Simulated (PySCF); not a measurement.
## Computed spin Hamiltonian

Compound: C7H8NSi (doublet state).
Structure used (GFN2-xTB), in Å, numbered top down from 1:
```xyz
17
C7H8NSi angstrom
C      2.6411   -0.7951   -0.6472
N      1.7181    0.0690   -0.5266
C      0.4106   -0.2139   -0.2192
C     -0.2443   -1.4307   -0.4127
C     -1.5866   -1.5463   -0.1232
C     -2.2983   -0.4486    0.3700
C     -1.6716    0.7588    0.5613
C     -0.3074    0.9099    0.2680
Si     0.6344    2.4613    0.4644
H      3.6238   -0.4485   -0.9298
H      2.5262   -1.8661   -0.4744
H      0.2957   -2.2739   -0.8205
H     -2.0956   -2.4855   -0.2850
H     -3.3507   -0.5553    0.5907
H     -2.2300    1.6076    0.9325
H     -0.1369    3.6340    0.8583
H      2.0645    2.6350    0.3835
```

The hyperfine couplings belong to this conformer and change with its torsions.

Identity: `C=NC1=CC=CC=C1[SiH2]` [radical].

The calculation used UKS B3LYP, pcH-1 on C H N Si, non-relativistic, mean-field spin-orbit, GIAO (PySCF). The structure is a single GFN2-xTB conformer in the gas phase; no vibrational or solvent corrections. The geometry wasn't refined by DFT: couplings that depend on bond lengths, twists or pyramidal angles can differ widely from those at the functional's own minimum, by a factor of two or more for some ions and for spin on atoms past the first row. The frame is twisted about the N2–C3 bond at this geometry (dihedral C1–N2–C3–C4 = -23°); couplings at other torsion angles weren't computed. No stability test was run, so a lower SCF solution isn't excluded.

* g1, g2, g3: 2.00216, 2.00396, 2.00482
* g_iso: 2.00364
* Form of g: rhombic: the two nearest values differ by 32 % of g3 − g1
* ⟨S²⟩: 0.7630 (exact 0.7500)
* α and β electrons: 36, 35

Isotropic coupling and dipolar principal values T1 to T3, in MHz:

| atom | isotope | a_iso | of which spin–orbit | T1 | T2 | T3 | Mulliken spin population |
| --- | --- | --- | --- | --- | --- | --- | --- |
| C1 | 13C | 6.3 | 0.0 | -4.7 | -4.5 | 9.2 | 0.06 |
| N2 | 14N | -1.4 | 0.0 | -1.9 | 0.7 | 1.3 | -0.03 |
| C3 | 13C | 15.1 | 0.0 | -11.4 | -10.5 | 21.8 | 0.12 |
| C4 | 13C | -11.7 | 0.0 | -8.7 | 3.9 | 4.8 | -0.07 |
| C5 | 13C | 12.5 | 0.0 | -10.8 | -9.8 | 20.6 | 0.14 |
| C6 | 13C | -11.1 | 0.0 | -8.4 | 3.8 | 4.6 | -0.07 |
| C7 | 13C | 12.5 | 0.0 | -9.2 | -8.7 | 17.9 | 0.11 |
| C8 | 13C | -26.7 | 0.0 | -10.2 | 4.2 | 6.0 | -0.11 |
| Si9 | 29Si | -135.8 | 1.1 | -172.4 | 85.8 | 86.6 | 0.95 |
| H10 | 1H | -4.2 | 0.0 | -1.8 | -0.6 | 2.3 | 0.00 |
| H11 | 1H | -3.8 | 0.0 | -2.0 | -0.7 | 2.7 | 0.00 |
| H12 | 1H | 3.4 | 0.0 | -1.4 | -0.8 | 2.2 | 0.00 |
| H13 | 1H | -9.0 | 0.0 | -5.4 | -0.1 | 5.5 | -0.01 |
| H14 | 1H | 3.4 | 0.0 | -1.2 | -0.7 | 2.0 | 0.00 |
| H15 | 1H | -7.8 | 0.0 | -1.7 | -1.5 | 3.2 | -0.01 |
| H16 | 1H | -43.1 | 0.0 | -11.6 | 4.3 | 7.2 | -0.04 |
| H17 | 1H | -49.9 | 0.0 | -11.6 | 4.5 | 7.1 | -0.05 |

Largest spin populations (Mulliken): Si9 (+0.95), C5 (+0.14), C3 (+0.12) and C7 (+0.11). Si9 is the only atom above +0.15. The angles at Si9 add up to 359.8°, so it is planar; its axial dipolar tensor and the negative couplings of its protons fit spin in a p orbital normal to that plane.

Under fast tumbling the dipolar parts average out, and these isotropic splittings remain (the largest six): 2 × 1H (H16/H17, I = 1/2, 3 lines) with 1.66 mT, 1 × 1H (H13, I = 1/2, 2 lines) with 0.32 mT, 1 × 1H (H15, I = 1/2, 2 lines) with 0.28 mT, 1 × 1H (H10, I = 1/2, 2 lines) with 0.15 mT, 1 × 1H (H11, I = 1/2, 2 lines) with 0.13 mT and 1 × 1H (H12, I = 1/2, 2 lines) with 0.12 mT.

Means are taken over nuclei equivalent by connectivity, which assumes that they swap fast. The 1H value of -46.5 MHz is a mean of couplings from -49.9 to -43.1 MHz in this one geometry, not an average over conformers.

The 13C coupling of C8 (-26.7 MHz) shows only in satellite lines or after enrichment, since that isotope makes up about 1.07 % of natural carbon.

The 29Si coupling of Si9 (-135.8 MHz) shows only in satellite lines or after enrichment, since that isotope makes up about 4.7 % of natural silicon.

Hardware: Arm Neoverse V2, one thread, no GPU, shared host with 192 logical CPUs at a one-minute load of 80. Cost: 2.3 min (with the writing of density and orbital grids), 1.1 GiB resident at most.
